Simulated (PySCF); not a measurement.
**How methods differ on the ionisation energy of O⁺**

O⁺ [He] 2s2 2p3 (4S) → O²⁺ [He] 2s2 2p2 (3P), as a difference of total energies. Calculation: PySCF 2.14, in dyall-acv3z; no relativity, point nucleus. Correlated levels: valence: 1s2 frozen; virtual orbitals above 40 to 60 times the deepest correlated orbital energy dropped. The calculations carry no spin-orbit coupling.

| method | ionisation energy (eV) | plus first-order spin-orbit estimate | error of that sum (eV) |
| --- | --- | --- | --- |
| UHF | 34.578 | 34.551 | -0.570 |
| MP2 (valence) | 35.213 | 35.186 | +0.065 |
| SCS-MP2 (valence) | 34.952 | 34.925 | -0.196 |
| CCSD (valence) | 35.033 | 35.005 | -0.116 |
| CCSD(T) (valence) | 35.043 | 35.016 | -0.105 |

Reference: 35.121 eV (measured; NIST Atomic Spectra Database, ionization energies).

A first-order spin-orbit estimate (lowest level to lowest level, LS coupling) adds -0.027 eV.

Errors of the correlated levels include the incompleteness of this basis and the frozen core.
